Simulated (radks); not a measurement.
Q: Numerical settings for the niobium ion Nb+, [Kr] 4d4. Calculated with a radial shooting solver on a logarithmic mesh with Libxc functionals: scalar-relativistic Kohn-Sham, SCAN, spin-unpolarised, spherical densities, finite nucleus; meta-GGA in the generalised Kohn-Sham scheme; Fermi nuclear charge, rms radius 4.324 fm. The defaults (mesh step 0.008 in ln r, mesh end at 40 bohr or more with all orbitals vanishing there, Anderson mixing 0.5 over 9 steps, residual threshold near 1e-9 with the energy settled to 1e-9 hartree or 1e-11 of itself, here a cap of 68 iterations) give E = -3820.182 hartree and 4d at -9.136 eV in 14 iterations. Run on one thread of a shared host, so times are rough (Arm Neoverse V2): 0.09 s of CPU time, 0.09 s wall, 14 iterations on 2259 mesh points. One setting is changed at a time: mesh step in ln r 0.005; mesh step in ln r 0.12; mesh step in ln r 0.012; mesh end (bohr) 2; mesh end (bohr) 1; residual threshold 0.1; residual threshold 1e-05; mixing 0.2; linear mixing, mixing 0.2; linear mixing, mixing 0.05; mixing history 20; iteration cap 8. Which runs fail to converge, and which converge to a wrong energy?

A: Not converged within the cap: mesh step in ln r 0.12; linear mixing, mixing 0.05; iteration cap 8. Settled on a wrong energy, with an occupied level pushed above zero by the early mesh end: mesh end (bohr) 2 (+8.43 hartree); mesh end (bohr) 1 (+167 hartree). Apart from these: no run marked as converged misses the energy by more than 1 mhartree.
